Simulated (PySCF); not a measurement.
BrH₄NSi. Atoms are numbered in the order given.

```xyz
7

Si    -0.5860    -1.0734     0.0000
N      0.6689    -2.2482     0.0000
Br     0.1093     1.0858     0.0000
H     -1.3852    -1.2400    -1.2380
H     -1.3852    -1.2400     1.2380
H      1.2333    -2.3787     0.8353
H      1.2333    -2.3787    -0.8353
```

The structure is a stationary point at B3LYP-D3(BJ)/def2-SVP. One conformer was computed; it need not be the lowest.

All values below come from HF/pcSseg-1 (PySCF).

GIAO shieldings, no solvent; atoms alike by connectivity are averaged. δ = σ(ref) − σ: ²⁹Si against TMS (σ = 393.8 ppm); ¹⁵N against NH3 (σ = 267.3 ppm); ¹H against TMS (σ = 31.99 ppm), references at their B3LYP-D3(BJ)/def2-TZVP geometries, non-relativistic (without spin–orbit terms, shifts of atoms bonded to Cl or Br come out too high).

```
nucleus   atoms  count  δ (ppm)
-------  ------  -----  -------
²⁹Si        Si1      1    -21.9
¹⁵N          N2      1     25.7
¹H       H4, H5      2     5.18
¹H       H6, H7      2     1.57
```
